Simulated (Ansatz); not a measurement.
C3H5FSi can be A, `FC1C=C1[SiH3]`, or B, `CC1=C(F)[SiH2]1`.

Gas-phase electronic energies from Ansatz, PBE0-D4/def2-TZVP geometries. CBS: MP2 limit from def2 TZ/QZ plus the TZ coupled-cluster correction, frozen cores. Functionals use def2-TZVPP. B3LYP here is the variant with VWN-RPA as its local correlation; programs differ in this.

Q: Which isomer does CCSD(T)/CBS put lower? Give the gap. (Estimate.)

A: Ansatz gave: B, by 34.9 kJ/mol.

Q: Give E(B) − E(A) in kJ/mol with B3LYP-D4, CCSD/def2-TZVPP, HF/def2-TZVPP, PBE0-D4, B3LYP, CCSD(T)/def2-TZVPP, PBE-D4. (An estimate is asked.)

A: Computed: B3LYP-D4 -36.1, CCSD/def2-TZVPP -33.5, HF/def2-TZVPP -22.5, PBE0-D4 -42.3, B3LYP -35.6, CCSD(T)/def2-TZVPP -35.9, PBE-D4 -45.1. None reverses the order clearly.

Largest T1 diagnostic: 0.013.

In def2-TZVPP, CCSD(T) changes the Hartree–Fock value by −13.4 kJ/mol (the triples alone add −2.5 kJ/mol) and MP2 by −12.5 kJ/mol.
